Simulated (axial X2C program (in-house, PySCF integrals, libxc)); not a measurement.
**Spin–orbit effects down a group: molecules with P (ions), PBE0**

Computed with an in-house all-electron X2C program for linear molecules (integrals from PySCF), spin-free (one-electron X2C) or two-component (2c: spin–orbit coupling with atomic mean-field Coulomb and Gaunt terms, which also bring small scalar terms), in Dyall basis sets with cores contracted in-house; open shells are unrestricted.

Basis sets: Be dyall-av3z, Ca dyall-acv3z, P dyall-av3z, Sr dyall-acv3z.

```csv
molecule,spin-free state,Re (Å),ωe (cm⁻¹),De (eV),2c state,Re 2c (Å),ωe 2c (cm⁻¹),De 2c (eV)
BeP⁻,"M_S = 1, Λ = 1",1.957,733.8,2.63,Ω = 2,1.957,733.8,2.64
CaP⁻,"M_S = 1, Λ = 1",2.613,314.0,1.81,Ω = 2,2.613,314.0,1.82
SrP⁻,"M_S = 1, Λ = 1",2.756,252.9,1.69,Ω = 2,2.755,253.1,1.71
```

Q: Work out the shifts from the spin-free to the two-component result.

A: 

```csv
molecule,2c state,ΔRe (Å),Δωe (cm⁻¹),ΔDe (eV)
BeP⁻,Ω = 2,0.000,0.0,0.01
CaP⁻,Ω = 2,0.000,0.0,0.01
SrP⁻,Ω = 2,-0.001,0.2,0.02
```

Shifts of one unit in the last digit are rounding.

Fragments in 2c: P- + Be, Ca + P-, Sr + P-. Each entry is the lowest single determinant of a limited PBE0 search at one distance. De goes to single-determinant-based atoms at the same level (for ions the charge split of lowest energy) and is withheld (n/a) where an atom does not fit its ground term or J level. Main or longest-lived isotopes. One determinant is a doubtful description, or other states lie close, for BeP⁻, CaP⁻, SrP⁻; these need not be ground states, and all values refer to the states named. Some open-shell Ω = 0 determinants are out of reach, so the Ω given for BeP⁻, CaP⁻, SrP⁻ need not be the lowest component. With several unpaired electrons the Ω given is that of one determinant, not necessarily of the lowest component. Some light 2c atoms are not at their ground J level, so De misses part of their lowering (0.04 eV or less). The functionals have no current term, which raises determinants with orbital currents.
